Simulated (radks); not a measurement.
Spherical quantum dot in the effective-mass picture: electrons in a hard-walled sphere of radius 1.97, with a point charge +2 (a donor) at the centre, all in effective atomic units (hartree* = m*/eps^2 hartree, bohr* = eps/m* bohr), one dielectric constant everywhere. Calculated with a radial shooting solver with Libxc functionals: non-relativistic Kohn-Sham, LDA (Slater exchange, Perdew-Wang correlation), spin-polarised, spherical densities. Levels are named by radial order and angular momentum (1s, 1p, 1d, 2s, ...), and open shells are averaged over m. Results are scaled to m* = 0.085 and eps = 7.7, for which hartree* = 39.01 meV and bohr* = 4.794 nm. Each electron was tried in the lowest free levels, single moves between levels near the top were tried too, and the lowest total energy was kept; such a search can miss a lower state. At N = 1 the Hartree and exchange-correlation terms need not cancel, so that row can carry a self-interaction error.

| N | open shells | 2S | E (meV) | mu = E(N) - E(N-1) (meV) | addition energy mu(N+1) - mu(N) (meV) | e(HOMO) (meV) | rms radius (nm) |
|---|---|---|---|---|---|---|---|
| 1 | 1s(up 1, down 0) | 1 | -72.4899 | -72.490 | 48.11 | -53.699 | 3.629 |
| 2 | none | 0 | -96.8665 | -24.377 | 113.7 | -7.1922 | 3.923 |
| 3 | 1p(up 1, down 0) | 1 | -7.52285 | 89.344 | 26.00 | 102.08 | 4.625 |
| 4 | 1p(up 2, down 0) | 2 | 107.825 | 115.35 | 26.92 | 128.74 | 4.967 |
| 5 | 1p(up 3, down 0) | 3 | 250.089 | 142.26 | 35.12 | 155.83 | 5.183 |
| 6 | 1p(up 3, down 1) | 2 | 427.470 | 177.38 | 25.44 | 189.92 | 5.343 |
| 7 | 1p(up 3, down 2) | 1 | 630.288 | 202.82 | 26.13 | 215.82 | 5.465 |
| 8 | none | 0 | 859.239 | 228.95 | 80.10 | 242.12 | 5.565 |
| 9 | 2s(up 1, down 0) | 1 | 1168.28 | 309.05 | 34.54 | 324.32 | 5.620 |
| 10 | 1d(up 1, down 0) 2s(up 1, down 0) | 2 | 1511.87 | 343.59 | 24.81 | 355.97 | 5.731 |
| 11 | 1d(up 2, down 0) 2s(up 1, down 0) | 3 | 1880.27 | 368.40 | 24.93 | 380.85 | 5.824 |
| 12 | 1d(up 3, down 0) 2s(up 1, down 0) | 4 | 2273.61 | 393.33 | 25.00 | 405.82 | 5.904 |
| 13 | 1d(up 4, down 0) 2s(up 1, down 0) | 5 | 2691.93 | 418.33 | 25.03 | 430.84 | 5.973 |
| 14 | 1d(up 5, down 0) 2s(up 1, down 0) | 6 | 3135.29 | 443.36 | 32.80 | 455.88 | 6.033 |
| 15 | 1d(up 5, down 1) 2s(up 1, down 0) | 5 | 3611.45 | 476.16 | 24.28 | 488.27 | 6.089 |
| 16 | 1d(up 5, down 2) 2s(up 1, down 0) | 4 | 4111.89 | 500.44 | 24.44 | 512.64 | 6.138 |
| 17 | 1d(up 5, down 3) 2s(up 1, down 0) | 3 | 4636.78 | 524.88 | 24.54 | 537.14 | 6.184 |
| 18 | 1d(up 5, down 4) 2s(up 1, down 0) | 2 | 5186.19 | 549.42 | 24.60 | 561.96 | 6.225 |
| 19 | 2s(up 1, down 0) | 1 | 5760.21 | 574.02 | 37.05 | 588.45 | 6.263 |
| 20 | none | 0 | 6371.28 | 611.07 | 82.45 | 627.73 | 6.248 |
| 21 | 1f(up 1, down 0) | 1 | 7064.80 | 693.52 | 23.94 | 705.48 | 6.292 |
| 22 | 1f(up 2, down 0) | 2 | 7782.26 | 717.46 | 23.97 | 729.44 | 6.333 |
| 23 | 1f(up 3, down 0) | 3 | 8523.70 | 741.44 | 24.00 | 753.43 | 6.371 |
| 24 | 1f(up 4, down 0) | 4 | 9289.13 | 765.44 | 24.02 | 777.44 | 6.406 |
| 25 | 1f(up 5, down 0) | 5 | 10078.6 | 789.46 | 24.03 | 801.47 | 6.438 |
| 26 | 1f(up 6, down 0) | 6 | 10892.1 | 813.48 | 24.04 | 825.50 | 6.469 |
| 27 | 1f(up 7, down 0) | 7 | 11729.6 | 837.52 | 30.55 | 849.54 | 6.497 |
| 28 | 1f(up 7, down 1) | 6 | 12597.7 | 868.07 | 23.70 | 879.92 | 6.525 |
| 29 | 1f(up 7, down 2) | 5 | 13489.4 | 891.78 | 23.74 | 903.64 | 6.550 |
| 30 | 1f(up 7, down 3) | 4 | 14405.0 | 915.52 | 23.77 | 927.40 | 6.574 |
| 31 | 1f(up 7, down 4) | 3 | 15344.3 | 939.29 | 23.79 | 951.19 | 6.597 |
| 32 | 1f(up 7, down 5) | 2 | 16307.3 | 963.09 | 23.81 | 974.99 | 6.619 |
| 33 | 1f(up 7, down 6) | 1 | 17294.2 | 986.89 | 23.82 | 998.80 | 6.640 |
| 34 | none | 0 | 18304.9 | 1010.7 | 103.5 | 1022.6 | 6.660 |
| 35 | 1g(up 1, down 0) | 1 | 19419.2 | 1114.2 | 23.41 | 1125.9 | 6.683 |
| 36 | 1g(up 2, down 0) | 2 | 20556.8 | 1137.7 | 23.43 | 1149.4 | 6.705 |
| 37 | 1g(up 3, down 0) | 3 | 21717.9 | 1161.1 | 23.44 | 1172.8 | 6.726 |
| 38 | 1g(up 4, down 0) | 4 | 22902.4 | 1184.5 | 23.44 | 1196.2 | 6.746 |
| 39 | 1g(up 5, down 0) | 5 | 24110.4 | 1208.0 | 23.45 | 1219.7 | 6.765 |
| 40 | 1g(up 6, down 0) | 6 | 25341.8 | 1231.4 | 23.45 | 1243.1 | 6.783 |
| 41 | 1g(up 7, down 0) | 7 | 26596.7 | 1254.9 | 23.46 | 1266.6 | 6.801 |
| 42 | 1g(up 8, down 0) | 8 | 27875.0 | 1278.3 | 23.46 | 1290.1 | 6.817 |
| 43 | 1g(up 9, down 0) | 9 | 29176.8 | 1301.8 | - | 1313.5 | 6.834 |

All shells are closed at N = 2, 8, 20, 34 (there: 1s2 1p6 1d10 2s2 1f14); the second difference of the energy has clear peaks (12 % above both neighbours; the first and last values, which can be the largest, are not judged, and half-filled shells can peak too) at N = 2, 5, 8, 14, 20, 27, 34.
